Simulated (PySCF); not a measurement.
Identify the unknown among the candidates.

All candidates are C2H8O3Si2.

* 13C NMR: chemical shifts (computed TMS as zero) by class: 164.4 (1 C), 21.2 (1 C) ppm [GIAO KT3/pcSseg-1]
* Rotational structure: rotational constants A, B, C: 5.774, 0.702, 0.638 GHz [PBE0-D3(BJ)/def2-SVP]
* UV, first state: lowest singlet excitation: 5.87 eV (211 nm, f = 0.001) [TDDFT CAM-B3LYP/def2-SVPD]
* 1H NMR: chemical shifts (computed TMS as zero) by class: 5.24 (2 H), 5.06 (3 H), 1.99 (3 H) ppm [GIAO KT3/pcSseg-1]
* Polarisability: 84.8 au [CAM-B3LYP/def2-SVPD]
* NMR, other nuclei: isotropic shieldings of nuclei other than C and H, by class: -115 (1 O), 101 (1 O), 304 (1 O), 401 (1 Si), 409 (1 Si) ppm [GIAO KT3/pcSseg-1]

Electronic properties: PySCF, gas phase, density fitting. Levels stand in brackets. One conformer (not necessarily the lowest) at the PBE0-D3(BJ)/def2-SVP geometry, without solvent, vibrations or thermal averaging. NMR values are class means; diastereotopic atoms form classes of their own.

**Question.** Which candidate is it?
A. `COC(=O)[SiH2]O[SiH3]`
B. `[SiH3]O[SiH]1OCCO1`
C. `CC(=O)O[SiH2]O[SiH3]`
D. `O=C(CO[SiH3])O[SiH3]`

**Answer.** C. It is `CC(=O)O[SiH2]O[SiH3]`. Numbering: `[CH3:1][C:2](=[O:3])[O:4][SiH2:5][O:6][SiH3:7]`. Its formula, C2H8O3Si2, gives 1 degree of unsaturation: 0 rings and 1 π bond in the structure found. 2 carbons fall into 2 classes; from least to most shielded: carbonyl carbon [C2] (164.4 ppm), methyl carbon next to a carbonyl [C1] (21.2 ppm). Hydrogen classes from least to most shielded: 2 H on an oxygen-bound silicon, Si5 (5.24 ppm), 3 H on an oxygen-bound silicon, Si7 (5.06 ppm), 3 H on a methyl carbon next to a carbonyl, C1 (1.99 ppm, a mean of values up to 0.6 ppm apart in this geometry). The other shieldings belong to: -115 ppm, carbonyl oxygen [O3]; 101 ppm, oxygen singly bound to a carbonyl carbon [O4]; 304 ppm, siloxane oxygen [O6]; 401 ppm, oxygen-bound silicon [Si5]; 409 ppm, oxygen-bound silicon [Si7]. By its constants the optimised geometry is an asymmetric top.

The others, at the same levels:
- `O=C(CO[SiH3])O[SiH3]` fails: its computed static isotropic polarisability is 87.5 au (against 84.8 au) and rotational constant A is 4.563 GHz (against 5.774 GHz).
- `COC(=O)[SiH2]O[SiH3]` fails: its computed lowest singlet excitation is 5.18 eV (239 nm, f = 0.004) (against 5.87 eV), static isotropic polarisability is 86.6 au (against 84.8 au) and rotational constant A is 3.630 GHz (against 5.774 GHz).
- `[SiH3]O[SiH]1OCCO1` fails: its computed lowest singlet excitation is 7.58 eV (164 nm, f = 0.001) (against 5.87 eV), static isotropic polarisability is 79.6 au (against 84.8 au) and rotational constant A is 3.564 GHz (against 5.774 GHz).

Each candidate is one conformer, not necessarily the lowest. The conformers computed, where there is a choice (atom-mapped SMILES and torsion angles):
- `[CH3:1][C:2](=[O:3])[O:4][SiH2:5][O:6][SiH3:7]`: C1–C2–O4–Si5 180°, C2–O4–Si5–O6 180°
- `[O:1]=[C:2]([CH2:3][O:4][SiH3:5])[O:6][SiH3:7]`: O1–C2–C3–O4 172°, C2–C3–O4–Si5 177°, O1–C2–O6–Si7 -1°
- `[CH3:1][O:2][C:3](=[O:4])[SiH2:5][O:6][SiH3:7]`: C1–O2–C3–O4 0°, O2–C3–Si5–O6 179°, C3–Si5–O6–Si7 1°

The conformers of `[SiH3]O[SiH]1OCCO1` aren't listed.
